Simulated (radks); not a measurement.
Valence configurations of Tc I (all share [Kr]). Method: Dirac Kohn-Sham, PBE, spin-unpolarised, spherical densities, finite nucleus; open shells fill j = l - 1/2 first; Fermi nuclear charge, rms radius 4.4112 fm; computed with a radial shooting solver on a logarithmic mesh with Libxc functionals. Energies are relative to 4d5 5s2; eigenvalues in eV.

valence          E (eV)  e(4d3/2)  e(4d5/2)  e(5p1/2)  e(5p3/2)  e(5s1/2)
4d6 5s1          -0.783    -4.575    -4.317         -         -    -4.155
4d5.5 5s1.5      -0.553    -5.622    -5.351         -         -    -4.580
4d7              -0.424    -2.826    -2.593         -         -         -
4d5 5s2           0.000    -6.763    -6.479         -         -    -5.027
4d5 5s1 5p1       3.639    -8.057    -7.767    -2.150         -    -5.885
4d4.5 5s1.5 5p1   4.765    -9.247    -8.944    -2.365         -    -6.312
4d4 5s2 5p1       6.281   -10.505         -    -2.589         -    -6.749
4d3 5s2 5p2      15.591   -14.290         -    -3.566         -    -8.296
4d3 5s1 5p3      20.651   -15.404         -    -4.084    -3.818    -8.953
4d3 5p4          25.857   -16.450         -    -4.556    -4.274         -

NIST lists [Kr] 4d5 5s2 as the ground configuration; this level of theory puts 4d6 5s1 lower, by 0.783 eV. The energies are those of spherical spin-averaged densities, not of single terms.
